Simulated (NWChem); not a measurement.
System: C$_{3}$H$_{5}$ClSi; SMILES C#C[Si@@H](C)Cl

Computed with NWChem. The geometry was optimised at PBE0/def2-SVP. Level: PBE0/def2-SVP with SMD (1 M gas to 1 M solution), gas-phase geometry. Reactions with the solvent are ignored.

Problem. Predict the results for solvent water. Quantities: solvation free energy (kcal/mol); cavity-dispersion-structure term (kcal/mol); dipole in solution (D).

Solution. 
- solvation free energy (kcal/mol) = 0.8
- cavity-dispersion-structure term (kcal/mol) = 5.5
- dipole in solution (D) = 2.55
